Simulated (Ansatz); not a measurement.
Geometry optimisation, RKS BHLYP-D4/STO-3G in Ansatz 0.2.0.

input.yaml

```yaml
crystal:
  periodic: [false, false, false]
  atoms:
    - { symbol: Si, position_ang: [0.0, 0.0, 0.0] }
    - { symbol: O, position_ang: [0.0, 0.0, 1.68] }
    - { symbol: C, position_ang: [-1.1112, -0.3437, 2.4945] }
    - { symbol: H, position_ang: [-1.814, -0.9775, 1.9143] }
    - { symbol: H, position_ang: [-0.7584, -0.9037, 3.3856] }
    - { symbol: H, position_ang: [-1.6313, 0.5809, 2.8212] }
    - { symbol: Si, position_ang: [2.0935, 0.0, -0.7393] }
    - { symbol: H, position_ang: [2.5508, -1.3762, -0.9079] }
    - { symbol: H, position_ang: [2.1573, 0.6939, -2.0222] }
    - { symbol: H, position_ang: [2.951, 0.6823, 0.2255] }
    - { symbol: Si, position_ang: [-1.0456, 1.8115, -0.7393] }
    - { symbol: H, position_ang: [-2.4302, 1.478, -1.0607] }
    - { symbol: H, position_ang: [-1.0215, 2.8436, 0.2931] }
    - { symbol: H, position_ang: [-0.3743, 2.3069, -1.9374] }
    - { symbol: Si, position_ang: [-1.0456, -1.8115, -0.7393] }
    - { symbol: H, position_ang: [-1.7029, -2.4846, 0.3772] }
    - { symbol: H, position_ang: [-2.0454, -1.4265, -1.7311] }
    - { symbol: H, position_ang: [-0.0777, -2.7173, -1.3511] }
basis:
  gaussian: { orbitals: STO-3G }
hamiltonian:
  xc: { name: BHLYP }
  dispersion: d4
relax:
  f_tol: 0.02
  max_steps: 40
```

Run as:

```bash
$ ansatz run input.yaml --threads 1 --pin off --max-ram 2048MiB --backend cpu --events-out ev --progress --plain --runs-dir out
```

Task: Where does it end, and by what steps?

Result: It converged. The force dipped under the threshold on the way, but the program's further checks kept it going. Limits of this set-up: minimal basis. After 23 steps the energy has fallen by 0.528 eV; H16 moved furthest, 0.95 Å.

| step | energy less start (eV) | largest force component (eV/Å) | accepted |
| --- | --- | --- | --- |
| 0 | 0.0000 | 1.866 | yes |
| 1 | -0.3394 | 0.570 | yes |
| 2 | -0.4035 | 0.368 | yes |
| 3 | -0.4547 | 0.161 | yes |
| 4 | -0.4654 | 0.963 | yes |
| 5 | -0.4959 | 0.132 | yes |
| 6 | -0.5044 | 0.037 | yes |
| 7 | -0.5029 | 0.358 | no |
| 8 | -0.5092 | 0.025 | yes |
| 9 | -0.5105 | 0.150 | yes |
| 10 | -0.5112 | 0.201 | yes |
| 11 | -0.5181 | 0.011 | yes |
| 12 | -0.5199 | 0.036 | yes |
| 13 | -0.5138 | 0.355 | no |
| 14 | -0.5179 | 0.106 | no |
| 15 | -0.5202 | 0.014 | yes |
| 16 | -0.5221 | 0.076 | yes |
| 17 | -0.5209 | 0.224 | no |
| 18 | -0.5176 | 0.227 | no |
| 19 | -0.5232 | 0.007 | yes |
| 20 | -0.5247 | 0.027 | yes |
| 21 | -0.5256 | 0.132 | yes |
| 22 | -0.5268 | 0.068 | yes |
| 23 | -0.5282 | 0.014 | yes |

```xyz
18
Properties=species:S:1:pos:R:3
Si 0.016 -0.099 0.012
O 0.193 -0.329 1.714
C -1.070 -0.344 2.405
H -1.741 -1.154 2.073
H -0.870 -0.500 3.475
H -1.629 0.602 2.310
Si 2.132 0.028 -0.740
H 2.881 -1.145 -0.400
H 2.134 0.149 -2.167
H 2.813 1.168 -0.204
Si -1.108 1.808 -0.432
H -2.513 1.675 -0.185
H -0.625 2.907 0.349
H -0.946 2.149 -1.814
Si -1.058 -1.845 -0.934
H -2.297 -2.140 -0.278
H -1.358 -1.540 -2.301
H -0.259 -3.033 -0.919
```

Whether the end is a true minimum wasn't checked by a vibrational analysis.

Time of the run: 5.2 min on 1 thread of Intel(R) Xeon(R) Processor @ 2.50GHz (Skylake/Cascade Lake), with other jobs on the host, peak memory 0.18 GiB.
